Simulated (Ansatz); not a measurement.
Al2Sb2⁻. The state is a doublet with charge -1. Geometry r2SCAN-D4/def2-SVP, that of the neutral singlet; atoms count from 1.

Cartesian coordinates in Å:
```
Al -0.670 -0.909 -2.263
Al 0.670 0.909 2.263
Sb 1.289 -0.150 -0.321
Sb -1.290 0.150 0.322
```

In the def2 sets Sb takes a core potential; there is no spin–orbit coupling. The structure comes from a short search, and lower isomers may exist.

Estimate the Mulliken populations from the PBE0/def2-TZVPD orbitals of Ansatz.


| atom | charge (e) | spin (α − β) |
| --- | --- | --- |
| Al1 | -0.33 | -0.08 |
| Al2 | -0.33 | -0.08 |
| Sb3 | -0.17 | 0.58 |
| Sb4 | -0.17 | 0.58 |
Mulliken values and Mayer orders depend strongly on the basis. With diffuse functions, as here, like atoms can get unlike values, and bond orders can come out too low or too high.

Where does the spin sit?

Summed by element: Al -0.16, Sb 1.16, of 1 unpaired in all. Largest on single atoms: Sb4 0.58, Sb3 0.58, Al1 -0.08.

And the Mayer bond orders between bonded heavy atoms (over 0.3)?

Al1–Sb3 0.62 (2.86 Å); Al1–Sb4 0.62 (2.86 Å); Al2–Sb3 0.62 (2.86 Å); Al2–Sb4 0.62 (2.86 Å); Sb3–Sb4 1.17 (2.67 Å).
